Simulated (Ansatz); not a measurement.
CdCl₂, SMILES `[Cl][Cd][Cl]`. Charge 0, multiplicity 1. Cd takes the def2 core potential.

```csv
atom,x (Å),y (Å),z (Å)
Cl1,-1.8969,-1.1976,-0.3060
Cd2,0.0001,-0.0002,0.0002
Cl3,1.8969,1.1978,0.3058
```

(1) What are the harmonic wavenumbers in cm⁻¹ at PBE0-D4/def2-TZVP (Ansatz, finite differences of forces, unscaled)? (An estimate is asked.)

(2) Is this a minimum?

(3) Give the ideal-gas thermochemistry at 298.15 K and 1 bar (rigid rotor, harmonic oscillator; point group D∞h, symmetry number 2).

(4) And at 400, 500, 600, 800 and 1000 K?

## Answers

(1) Computed: 88, 88, 330, 424.

(2) Yes, all 4 modes are real.

(3) Zero-point energy 5.6 kJ/mol; H(298) − E = 20.0 kJ/mol; entropy 286.3 J/(mol·K), of which translation 173.8, rotation 72.4, vibration 40.0; G(298) − E = -65.4 kJ/mol. Modes under 100 cm⁻¹ are hindered rotations or soft bends, so the harmonic entropy is rough.

(4) 
| T (K) | H − E (kJ/mol) | S (J/mol/K) | G − E (kJ/mol) |
| --- | --- | --- | --- |
| 400 | 26.0 | 303.7 | -95.5 |
| 500 | 32.0 | 317.1 | -126.5 |
| 600 | 38.1 | 328.2 | -158.8 |
| 800 | 50.4 | 345.9 | -226.3 |
| 1000 | 62.8 | 359.7 | -296.9 |
